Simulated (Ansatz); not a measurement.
Z-matrix (Å, degrees):
```
C
C 1 1.522
H 1 1.092 2 112.0
H 1 1.095 2 111.1 3 -119.9
H 1 1.092 2 112.0 3 120.3
In 2 2.153 1 113.8 3 -60.1
H 2 1.093 1 111.5 3 179.3
H 2 1.093 1 111.5 3 60.4
S 6 2.382 2 126.2 1 0.1
O 6 1.993 2 126.2 1 -179.9
H 9 1.345 6 91.6 2 180.0
H 10 0.960 6 113.9 2 -0.1
```

The species carries charge 0 and has multiplicity 1. In takes the def2 core potential.

List the r2SCAN/def2-TZVPP orbital energies in eV (Ansatz). (Estimate.)

The calculation gave: Occupied: -2408.76, -514.98, -273.55, -273.21, -213.18, -157.25, -157.17, -157.07, -125.46, -82.18, -81.93, -81.86, -24.90, -20.25, -19.74, -19.35, -19.30, -19.20, -19.09, -17.80, -16.00, -11.56, -11.54, -11.05, -10.02, -9.82, -9.05, -8.83, -7.39, -7.10, -6.68, -6.30. Lowest empty: -1.51, -1.24, 0.04, 0.60, 0.93, 1.80, 2.32, 2.43.
